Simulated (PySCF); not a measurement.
A side-by-side comparison of computed properties.

First species: C₇H₈F₃N.
SMILES: `C=C(CC#N)CCC(F)(F)F`

Second species: C₅H₆F₂O.
InChI=1S/C5H6F2O/c1-2-5(7)4(3-6)8-5/h2,4H,1,3H2/t4-,5-/m1/s1

Levels: PBE0/pcSseg-1 for dipole moment, HOMO energy, LUMO energy and HOMO–LUMO gap; GFN2-xTB for rotational constant A and rotational constant C. Geometries: GFN2-xTB. Each species is one conformer at its optimised geometry, gas phase, non-relativistic unless stated. Electronic properties by PySCF.

The conformers computed, where there is a choice (atom-mapped SMILES and torsion angles):
- `[CH2:1]=[C:2]([CH2:3][C:4]#[N:5])[CH2:6][CH2:7][C:8]([F:9])([F:10])[F:11]`: C1–C2–C3–C4 -113°, C1–C2–C6–C7 -71°, C2–C6–C7–C8 -64°, C6–C7–C8–F9 -51°
- `[CH2:1]=[CH:2][C@@:3]1([F:4])[O:5][C@@H:6]1[CH2:7][F:8]`: C1–C2–C3–F4 8°, O5–C6–C7–F8 180°

Values for the first species:

- Dipole moment: 3.60 D
- HOMO energy: -8.04 eV
- LUMO energy: -0.55 eV
- HOMO–LUMO gap: 7.49 eV
- Rotational constant A: 1.912 GHz
- Rotational constant C: 0.599 GHz

Problem. Estimate the same properties for the second species, and the change in each.

Solution. 
| property | first | second | second less first |
| --- | --- | --- | --- |
| dipole moment | 3.60 D | 1.33 D | -2.27 D |
| HOMO energy | -8.04 eV | -7.94 eV | +0.10 eV |
| LUMO energy | -0.55 eV | -0.50 eV | +0.05 eV |
| HOMO–LUMO gap | 7.49 eV | 7.44 eV | -0.05 eV |
| rotational constant A | 1.912 GHz | 3.886 GHz | +1.974 GHz |
| rotational constant C | 0.599 GHz | 1.170 GHz | +0.571 GHz |

On the first: In atomic units the dipole is 1.42 e·bohr (1 au = 2.5417 D).

On the second: The dipole matches unit charges of opposite sign 0.28 Å apart (1 e·Å = 4.8032 D).
